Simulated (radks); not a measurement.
The mean radii <r> (bohr) of the occupied orbitals of an atom or ion are listed with their occupations. Method: scalar-relativistic Kohn-Sham, r2SCAN, spin-polarised, spherical densities, finite nucleus; meta-GGA in the generalised Kohn-Sham scheme; Fermi nuclear charge, rms radius of each element as measured or else 0.836 A^(1/3) + 0.57 fm; computed with a radial shooting solver on a logarithmic mesh with Libxc functionals.

orbital  occ.      <r>
1s down     1  0.05033
1s up       1  0.05033
2s up       1   0.2258
2s down     1   0.2253
2p up       3   0.1982
2p down     3   0.1977
3s up       1   0.6335
3s down     1   0.6372
3p up       3   0.6421
3p down     3   0.6472
3d up       3   0.6335
4s up       1    1.485
4s down     1    1.505

Name the element and its charge. Open shells, if any, are filled with parallel spins first.

Answer. Z = 30, zinc, charge +7: Zn7+ in [Ar] 3d3 4s2. The 1s radius gives Z: for a bare nucleus <r> = (2 gamma + 1)/(2Z) with gamma = sqrt(1 - (Z/c)^2), 0.04919 bohr for Z = 30, and screening makes it slightly larger (0.05033 here). The occupations add up to 23, and the charge is Z minus that.
